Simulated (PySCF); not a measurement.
## Dipole response of Br⁺ (bromine, charge +1)

[Ar] 3d10 4s2 4p4, high-spin 3P determinant. Calculation: PySCF 2.14, in def2-TZVPPD; the non-relativistic Hamiltonian (point nucleus). Coupled (time-dependent) response in atomic units; α is the mean over directions.

```tsv
method	mean α (bohr³)	α xx, yy, zz	C₆ (like pair)	S(−4)
UHF	12.40	12.17, 12.85, 12.17	76.22	31.77
PBE	12.79	12.42, 13.53, 12.42	78.85	35.36
PBE0	12.56	12.24, 13.18, 12.24	77.16	33.32
B97-3	12.48	12.17, 13.10, 12.17	76.61	32.68
wB97M-V	12.68	12.37, 13.30, 12.37	77.48	35.04
```

S(−4) is the Cauchy moment in α(ω) = α(0) + S(−4) ω² + …

Spin-orbit coupling is absent.

α(iu) at B97-3:

| u (hartree) | α(iu) (bohr³) |
| --- | --- |
| 0 | 12.48 |
| 0.0500 | 12.40 |
| 0.100 | 12.17 |
| 0.200 | 11.32 |
| 0.300 | 10.16 |
| 0.500 | 7.755 |
| 0.750 | 5.400 |
| 1.00 | 3.846 |
| 1.50 | 2.167 |
| 2.00 | 1.376 |
| 3.00 | 0.7012 |
| 5.00 | 0.2910 |

For an ion, C₆ is the dispersion term alone; charge-induced terms of lower order in 1/R come first.

The components differ because the open shell of this determinant is not spherical; for a pure term their mean is the scalar polarisability.
